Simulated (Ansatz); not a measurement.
Cl₂GeH₃N, SMILES `[NH2][GeH]([Cl])[Cl]`, relaxed with RKS PBE-D4/def2-SVP in Ansatz from a rough embedded geometry. The force threshold is 0.03 eV/Å; the program also tests the step.

Charge 0, multiplicity 1.

Start:

```xyz
7

N     0.893    0.415   -0.706
Ge   -0.509   -0.201    0.242
Cl   -2.154    1.169    0.007
Cl   -1.096   -2.154   -0.401
H     1.224    1.313   -0.332
H     1.745   -0.245   -0.577
H    -0.103   -0.297    1.766
```

Task: How much energy does the relaxation release, and in how many steps? (An estimate is asked.)

Result: Computed: 17.90 kJ/mol, in 6 steps, 1 of them rejected.

Task: Which bonds change most? (Best estimate.)

Result: Ansatz gave: N1–H6 from 1.086 to 1.026 Å; Ge2–H7 from 1.580 to 1.550 Å; Ge2–Cl4 from 2.139 to 2.168 Å; N1–Ge2 from 1.801 to 1.828 Å.

Task: Give the relaxed structure. (Best estimate.)

Result: Ansatz gave: 
```xyz
7

N     0.917    0.387   -0.680
Ge   -0.473   -0.201    0.352
Cl   -2.079    1.218    0.031
Cl   -0.998   -2.153   -0.431
H     1.215    1.347   -0.474
H     1.731   -0.238   -0.684
H    -0.313   -0.361    1.886
```
